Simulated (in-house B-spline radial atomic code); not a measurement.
## B97-1 excitations of the argon ion Ar⁶⁺

Method: B97-1. Computed with an all-electron radial atomic-structure program (B-spline basis): linear response of the closed shell [Ne] 3s2 with the functional's adiabatic kernel; scalar-relativistic (spin-free one-electron X2C), finite nucleus, no spin-orbit coupling, no double excitations, S, P, D and F terms only.

Command:
```bash
python run_td.py task.json out
```
Settings (radii: box in bohr, nucleus in fm):
```
Z                        18
electrons                12
configuration            [Ne] 3s2
hamiltonian              x2c
method                   b97_1
box_radius               14.35
rms_radius               3.4274
intervals                71
```

Time taken, with all properties: 0.3 s on 1 thread of Intel(R) Xeon(R) 6975P-C (Granite Rapids), on a shared host.

The lowest states, in the order of their Tamm-Dancoff energies; the method's threshold (minus the highest occupied level) is 117.56 eV. Labels give the largest channel, * marks a mixed state, and oscillator strengths are full-response dipole values. Semilocal kernels can invert the small singlet-triplet splittings of Rydberg terms. Energies in eV:

```csv
state,full response,Tamm-Dancoff,oscillator strength
3s → 3p 3P,?,?,-
3s → 3p 1P,21.025,21.695,1.17
3s → 3d 3D,38.23,38.35,-
3s → 3d 1D,41.14,41.15,-
3s → 4s 3S,63.19,63.21,-
3s → 4s 1S,64.61,64.64,-
3s → 4p 3P,?,?,-
3s → 4p 1P,69.75,69.78,0.195
3s → 4d 3D,77.29,77.31,-
3s → 4d 1D,77.74,77.75,-
3s → 4f 3F,80.30,80.32,-
3s → 4f 1F,80.47,80.47,-
3s → 5s 3S,87.02,87.02,-
3s → 5s 1S,87.46,87.47,-
3s → 5p 3P,89.74,89.74,-
3s → 5p 1P,89.85,89.85,0.0683
3s → 5d 1D,93.42,93.43,-
3s → 5d 3D,93.42,93.43,-
```

Q: Where does 3s → 3p 3P lie?

A: At 13.436 eV in full response, 13.836 eV in Tamm-Dancoff.

Q: Where does 3s → 4p 3P lie?

A: At 69.14 eV in full response, 69.16 eV in Tamm-Dancoff.

Q: How large is the singlet-triplet splitting of 3s → 3p (P terms) in Tamm-Dancoff?

A: 7.86 eV, from the unrounded values.

Q: What polarisabilities and dispersion coefficient does the method give?

A: Dipole 2.054 bohr³, quadrupole 1.753 bohr⁵, C6 2.624 hartree·bohr⁶ for two such species.
